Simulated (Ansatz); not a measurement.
Computed with Ansatz on PBE0-D4/def2-TZVP structures; ΔE is electronic, products minus reactants. CBS: MP2 limit from def2 TZ/QZ plus the TZ coupled-cluster correction, frozen cores. One conformer a species, not always the lowest.

`BC(=C)S[SiH2]F` + `NCSS` → `BSCN` + `C=C(S)S[SiH2]F`  (formal exchange of groups at a B–C bond)

| species | CCSD(T)/CBS(def2) energy (Eh) |
| --- | --- |
| `BC(=C)S[SiH2]F` | -891.20292 |
| `NCSS` | -891.31047 |
| `BSCN` | -518.93657 |
| `C=C(S)S[SiH2]F` | -1263.59596 |

Task: Work out ΔE.

Result: ΔE = (-518.93657) + (-1263.59596) − (-891.20292) − (-891.31047) = -0.01914 Eh = -50.3 kJ/mol.

Largest T1 diagnostic among the species: 0.013.

In def2-TZVPP, CCSD(T) changes the Hartree–Fock value by −13.5 kJ/mol (the triples alone add −1.3 kJ/mol) and MP2 by −18.3 kJ/mol.
